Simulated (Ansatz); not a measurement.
Cost and result for the atomization energy of CH$_{3}$AlZn, SMILES `[CH2]1[AlH][Zn]1` (6 atoms, 6 bonds).

Charge 0, multiplicity 1. For Zn the d shell is correlated and the shells below it are frozen. Scalar relativity is left out up to krypton. The geometry is a stationary point of PBE0-D4/def2-TZVP. Program: Ansatz. All runs use 2 threads of an Arm Neoverse V1 on a shared host. Times are those of one run each, without the atoms' runs, and a repeat can differ threefold. Electronic energies, without spin–orbit coupling; frozen cores. CCSD(T)/CBS adds CCSD(T) − MP2 in def2-TZVPP to the MP2 limit, and its time is that of the two runs behind it. T1 = 0.020; the RHF reference is unstable towards UHF. With those shells the extrapolation isn't a true limit. B3LYP takes the VWN-RPA correlation (the form of Gaussian; ORCA's B3LYP/G). HSE06 is the plane-wave form, built on full-range PBE exchange.

CCSD(T)/CBS is a level of theory with its own doubt, some kJ/mol a heavy atom from the limit and from the frozen cores, so smaller differences don't rank the functionals.

| level | functions | wall time | atomization (kcal/mol) | difference from CCSD(T)/CBS | per bond |
| --- | --- | --- | --- | --- | --- |
| revPBE-D4/def2-TZVPP | 179 | 2.1 s | 345.9 | -2.5 | -0.4 |
| CCSD(T)/def2-SVP | 78 | 2.4 s | 326.6 | -21.8 | -3.6 |
| PBE-D4/def2-TZVPP (with forces) | 179 | 2.6 s | 355.2 | 6.8 | 1.1 |
| PBE0-D4/def2-TZVPP | 179 | 3.2 s | 347.8 | -0.6 | -0.1 |
| HSE06-D4/def2-TZVPP | 179 | 3.7 s | 348.4 | 0.0 | 0.0 |
| CAM-B3LYP-D4/def2-TZVPP | 179 | 3.8 s | 342.8 | -5.6 | -0.9 |
| B3LYP-D4/def2-TZVPP (with forces) | 179 | 5 s | 344.2 | -4.2 | -0.7 |
| r2SCANh-D4/def2-TZVPP | 179 | 5.5 s | 351.0 | 2.6 | 0.4 |
| B2PLYP/def2-TZVPP | 179 | 6 s | 341.5 | -6.9 | -1.1 |
| ωB97X-V/def2-TZVPP | 179 | 9.5 s | 344.4 | -4.0 | -0.7 |
| MP2/def2-QZVPP | 317 | 19 s | 348.7 | 0.3 | 0.1 |
| CCSD(T)/def2-TZVPP | 179 | 42 s | 338.9 | -9.5 | -1.6 |
| CCSD(T)/CBS(def2) | – | 61 s | 348.4 | 0.0 | 0.0 |

At CCSD(T), def2-SVP lies −21.8 kcal/mol from the extrapolated value and def2-TZVPP −9.5 kcal/mol: correlation converges slowly with the basis, and small sets miss more of it in the bonded molecule than in its fragments. Leaving LDA and LC-ωPBE aside and taking each functional with its dispersion term where it has one, the values, not all of them listed here, spread over 22.5 kcal/mol, from BHLYP-D4 to PBE-D4. LDA lies +50.7 kcal/mol from PBE without D4, its usual overbinding. In def2-TZVPP, CCSD(T) changes the Hartree–Fock value by +104.2 kcal/mol (the triples alone add +9.2 kcal/mol) and MP2 by +108.2 kcal/mol; breaking electron pairs costs correlation energy, which Hartree–Fock lacks.
